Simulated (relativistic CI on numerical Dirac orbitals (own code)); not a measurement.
## Transition arrays of Ho21+

Computed by Dirac-Coulomb-Breit CI, KLI orbitals optimised for each configuration, QED by a radiative potential, valence Slater integrals scaled by 0.9, whole transition arrays (own radial code, finite nucleus).

Configuration list (outside the closed core [Kr]): 4d10, 4d9 4f, 4d9 5p, 4d9 5f. Levels of other configurations are missing.

All E1 lines from the levels of 4d10; mean and standard deviation are weighted by gf, and upper levels are sorted by their leading configuration.

```csv
Upper configuration,Lines,Σgf,Mean (eV),Mean (nm),σ (eV),Strongest line (nm)
4d9 4f,3,8.0,205.55,6.032,3.41,6.023
4d9 5p,3,1.0,276.02,4.492,3.75,4.477
4d9 5f,3,1.3,402.44,3.081,4.14,3.110
```

Σgf per state of the lower configuration in bins of 0.1 nm over the central range (centre: value): 3.05: 0.60, 3.15: 0.68, 4.35: 0.08, 4.45: 0.59, 4.55: 0.29, 6.05: 7.94.

(1) How do configuration mixing and the scaling of the Slater integrals move the arrays?

Results:

(1) Slater scale 0.9, no configuration mixing: 4d9 4f 205.7 ± 3.4 eV (Σgf 7.8), 4d9 5p 276.3 ± 3.7 eV (Σgf 1.1), 4d9 5f 402.4 ± 4.1 eV (Σgf 1.4); Slater scale 1: 4d9 4f 209.8 ± 3.4 eV (Σgf 8.2), 4d9 5p 276.1 ± 3.8 eV (Σgf 0.9), 4d9 5f 402.6 ± 4.1 eV (Σgf 1.3); Slater scale 0.8: 4d9 4f 201.3 ± 3.4 eV (Σgf 7.8), 4d9 5p 275.9 ± 3.7 eV (Σgf 1.0), 4d9 5f 402.3 ± 4.1 eV (Σgf 1.3). With mixing, levels are counted to their leading configuration, so an array can shrink or vanish into another, and the sums then hold other lines.
